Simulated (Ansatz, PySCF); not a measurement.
Dimer: HCl (SMILES Cl) (first 2 atoms) with Si2H6 (SMILES [SiH3][SiH3]); geometry from B3LYP-D3(BJ)/def2-TZVP.
(charge 0, multiplicity 1):
```xyz
10

Cl     1.04905     0.64380    -0.35193
H     -0.00386     0.90674     0.33812
Si     0.96524    -0.59098     3.35931
Si    -1.11808     0.46829     3.15795
H      2.05870     0.37664     3.11421
H      1.06660    -1.71043     2.39572
H      1.09205    -1.12564     4.73729
H     -1.23538     1.59472     4.11426
H     -2.22504    -0.48763     3.39866
H     -1.30295     1.02628     1.78969
```

Counterpoise-corrected where a basis set is named; no monomer relaxation.

Correlated levels freeze the cores. Rows in 6-31G* carry no dispersion term and start afresh at each structure (6-31G* with six Cartesian d functions).

Codes used: Ansatz (Gaussian basis) for Hartree–Fock, density functionals and correlated methods; PySCF for 6-31G* rows, the dispersion terms. Values without a source in brackets are computed.

One of these levels gives 0.52 kcal/mol for the interaction energy. Which?
(A) B3LYP/6-31G*
(B) PBE0-D3(BJ)/def2-TZVPPD
(C) B97M-V/def2-TZVPPD
(D) MP2/aug-cc-pV(D+d)Z

A, B3LYP/6-31G*. The others give -1.65 (B97M-V/def2-TZVPPD), -1.98 (PBE0-D3(BJ)/def2-TZVPPD), -1.05 (MP2/aug-cc-pV(D+d)Z)

Ansatz is a quantum-chemistry and plane-wave program.
